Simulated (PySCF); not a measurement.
## What an electron can do to AsH

PBE in PySCF with def2-TZVPPD on every atom, for the lowest determinant that a PBE0 search found; no spin–orbit coupling.

```csv
species,state (unpaired electrons),Re (Å),ωe (cm⁻¹),energy of the minimum from the neutral (eV),De (eV),dissociates to
AsH,triplet (π ↑↑),1.546,2089,0.00,2.96,As + H
AsH⁺,doublet (π ↑),1.551,2111,9.69,3.17,As⁺ + H
```

Work out the lowest energy to break AsH into atoms, from its vibrational ground state.

D0 = De − ωe/2 = 2.96 − 0.13 = 2.83 eV (PBE/def2-TZVPPD).

Work out the ionisation energy of the As atom at this level and the threshold of dissociative ionisation.

IE(As) = 9.69 + 3.17 − 2.96 = 9.90 eV, so As⁺ + H + e⁻ appears at D0 + IE(As) = 12.73 eV (PBE/def2-TZVPPD). The measured IE(As) is 9.789 eV (NIST ASD).

These are thermodynamic thresholds; the onsets seen under electron impact lie higher where the geometry changes, and cross-sections peak well above them.

Spin–orbit coupling is left out. For an ion De counts to the pair picked by the measured ionisation energies or electron affinities, which need not be the lowest pair at this level. States were picked by a PBE0 search and need not be the measured ground states.
